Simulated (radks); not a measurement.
Numerical settings for the manganese ion Mn+, [Ar] 3d5 4s1. Calculated with a radial shooting solver on a logarithmic mesh with Libxc functionals: Dirac Kohn-Sham, PBE, spin-unpolarised, spherical densities, finite nucleus; open shells fill j = l - 1/2 first; Fermi nuclear charge, rms radius 3.7057 fm. The defaults (mesh step 0.008 in ln r, mesh end at 40 bohr or more with all orbitals vanishing there, Anderson mixing 0.5 over 9 steps, residual threshold near 1e-9 with the energy settled to 1e-9 hartree or 1e-11 of itself, here a cap of 78 iterations) give E = -1158.0118 hartree and 4s1/2 at -11.871 eV in 14 iterations. Run on one thread of a shared host, so times are rough (Arm Neoverse V1): 0.1 s of CPU time, 0.1 s wall, 14 iterations on 2259 mesh points. Changes against that run (0 stands for a change within the tolerance of the run):

| setting | iterations | converged | E (mhartree) | e(4s1/2) (meV) | CPU (s) |
|---|---|---|---|---|---|
| mesh step in ln r 0.003 | 15 | yes | 0 | 0 | 0.25 |
| mesh step in ln r 0.2 | 11 | no | diverged | - | 0.03 |
| mesh step in ln r 0.012 | 14 | yes | 0 | 0 | 0.07 |
| mesh end (bohr) 8 | 15 | yes | +0.49 | +31.5 | 0.09 |
| mesh end (bohr) 20 | 14 | yes | 0 | 0 | 0.09 |
| residual threshold 1e-16 | 78 | no | 0 | 0 | 0.27 |
| residual threshold 0.1 | 10 | yes | 0 | +0.00308 | 0.08 |
| mixing 1.5 | 15 | yes | 0 | 0 | 0.1 |
| linear mixing, mixing 0.2 | 78 | no | 0 | 0 | 0.34 |
| linear mixing, mixing 0.5 | 30 | yes | 0 | 0 | 0.15 |
| mixing history 20 | 22 | yes | 0 | 0 | 0.13 |
| iteration cap 8 | 8 | no | 0 | -1.62 | 0.06 |

No run marked as converged misses the energy by more than 1 mhartree. A mesh that ends early acts as a hard wall.
